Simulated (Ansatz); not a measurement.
Geometry optimisation, RKS B3LYP-D4/def2-SVP (Ansatz).

input.yaml

```yaml
crystal:
  periodic: [false, false, false]
  atoms:
    - { symbol: Si, position_ang: [-0.677999, -0.771374, -0.999197] }
    - { symbol: C, position_ang: [1.042468, -0.033927, -0.852884] }
    - { symbol: H, position_ang: [-0.625243, -1.933567, -1.939575] }
    - { symbol: H, position_ang: [-1.693187, 0.190716, -1.493593] }
    - { symbol: H, position_ang: [-1.078138, -1.325746, 0.335638] }
    - { symbol: H, position_ang: [-0.555352, 1.116595, 1.897521] }
    - { symbol: O, position_ang: [-1.074216, 1.404977, 1.131516] }
    - { symbol: H, position_ang: [0.424149, -0.773529, 1.319988] }
    - { symbol: F, position_ang: [0.821122, -0.554837, 2.116742] }
    - { symbol: H, position_ang: [1.387585, 0.32187, -1.836655] }
    - { symbol: H, position_ang: [1.776625, -0.776101, -0.501469] }
    - { symbol: H, position_ang: [1.036727, 0.819818, -0.162207] }
    - { symbol: H, position_ang: [-0.784541, 2.314903, 0.984175] }
basis:
  gaussian: { orbitals: def2-SVP }
hamiltonian:
  xc: b3lyp
  dispersion: d4
relax:
  f_tol: 0.03
  max_steps: 50
```

Launched with:

```bash
$ ansatz run input.yaml --threads 2 --pin off --max-ram 3072MiB --backend cpu --events-out ev --progress --plain --runs-dir out
```

Where does it end, and by what steps?

It converged. After 11 steps the energy has fallen by 0.117 eV; H8 moved furthest, 0.53 Å.

```tsv
step	energy less start (eV)	largest force component (eV/Å)	accepted
0	0.0000	0.818	yes
1	-0.0506	0.903	yes
2	-0.0758	0.872	yes
3	-0.1086	0.126	yes
4	-0.1118	0.077	yes
5	-0.1144	0.101	yes
6	-0.1153	0.062	yes
7	-0.1162	0.045	yes
8	-0.1164	0.055	yes
9	-0.1166	0.041	yes
10	-0.1163	0.067	no
11	-0.1168	0.010	yes
```

```xyz
13
Properties=species:S:1:pos:R:3
Si -0.606 -0.826 -1.015
C 1.055 0.053 -0.967
H -0.542 -2.028 -1.901
H -1.726 0.041 -1.460
H -0.948 -1.371 0.348
H -0.397 1.040 1.785
O -0.974 1.530 1.177
H 0.008 -0.995 1.564
F 0.542 -0.559 2.203
H 1.342 0.400 -1.972
H 1.848 -0.612 -0.592
H 0.972 0.919 -0.297
H -0.574 2.408 1.127
```

Whether the end is a true minimum wasn't checked by a vibrational analysis.

Run time: 32 s on 2 threads of Arm Neoverse V1, on a shared host, peak memory 0.22 GiB.
